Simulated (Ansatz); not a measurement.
C$_{2}$H$_{5}$IOSi, SMILES `[SiH3][C@H]1O[C@@H]1I`. Charge 0, multiplicity 1. I takes the def2 core potential. The geometry is a stationary point of PBE0-D4/def2-TZVP.

```xyz
10

Si   -0.323    1.458   -0.386
C    -0.142   -0.153    0.567
O    -0.970   -1.254    0.111
C     0.393   -1.360   -0.062
I     1.425   -2.810    1.098
H    -1.618    2.098   -0.048
H    -0.269    1.146   -1.836
H     0.792    2.365   -0.012
H    -0.050   -0.117    1.652
H     0.762   -1.374   -1.083
```

Problem. What is the dipole moment at ωB97M-V/def2-TZVPP? (Estimate.)

Solution. The calculation gave: 1.82 D, with components (0.65, 1.67, -0.34) D in this frame, pointing from negative to positive charge.

Problem. And with PBE, r2SCAN, B3LYP? (An estimate is asked.)

Solution. Computed: PBE 1.69 D, r2SCAN 1.82 D, B3LYP 1.82 D.

Problem. Give the Mulliken charges with ωB97M-V, r2SCAN, B3LYP in def2-TZVPP. (An estimate is asked.)

Solution. Computed: 
| atom | ωB97M-V | r2SCAN | B3LYP |
| --- | --- | --- | --- |
| Si1 | 0.20 | 0.31 | 0.29 |
| C2 | -0.09 | -0.04 | -0.05 |
| O3 | -0.29 | -0.30 | -0.31 |
| C4 | 0.01 | 0.13 | 0.05 |
| I5 | -0.02 | -0.08 | -0.04 |
| H6 | -0.01 | -0.06 | -0.05 |
| H7 | -0.02 | -0.06 | -0.06 |
| H8 | -0.02 | -0.06 | -0.06 |
| H9 | 0.11 | 0.07 | 0.10 |
| H10 | 0.13 | 0.09 | 0.12 |

B3LYP here is the variant with VWN-RPA as its local correlation; programs differ in this.
